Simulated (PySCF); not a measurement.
## AsC at PBE0

Computed with PBE0; As x2c-SVPall, C x2c-SVPall; spin-free X2C with a Gaussian nucleus (PySCF 2.14).

```
state                                           : ⁶Σ⁺ (sextet), unpaired electrons σ ↑, π ↑↑↑↑, a second solution, started from another occupation
bond length                                     : 2.102 Å
harmonic wavenumber                             : 489 cm⁻¹
force constant                                  : 1.46 mdyn/Å
rotational constant Be                          : 0.3690 cm⁻¹
anharmonicity ωexe                              : 5.90 cm⁻¹
vibration–rotation constant αe                  : 0.00472 cm⁻¹
energy of the minimum from ground-state As + C  : -1.12 eV
bond order (Mayer)                              : 0.85
dipole moment (positive dipole means As(−)C(+)) : -1.71 D
```

Spin–orbit coupling is left out.
